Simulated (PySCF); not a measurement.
**Relaxation of quartet GaN₂**

Computed with PySCF, UPBE0, basis Ga def2-TZVP, N def2-TZVP (no relativity, density fitting). A (50,194) grid was used.

A hand-made linear start, of D∞h symmetry, held to at least that symmetry:

```xyz
3
charge 0 multiplicity 4, angstrom
Ga    0.0000    0.0000    0.0000
N     0.0000    0.0000    1.7700
N     0.0000    0.0000   -1.7700
```

(1) What does it relax to?

(2) How much energy is released, and in how many steps?

Results:

(1) It ends at D∞h with Ga–N 1.807 Å (×2); N–Ga–N 180.0°. A frequency run shows a minimum.

(2) 3.1 kJ/mol in 3 steps.

The relaxation took 5 s on 4 threads of a shared Arm Neoverse V1 host, with 110 basis functions and 4 gradients; the process peaked at 0.55 GiB.
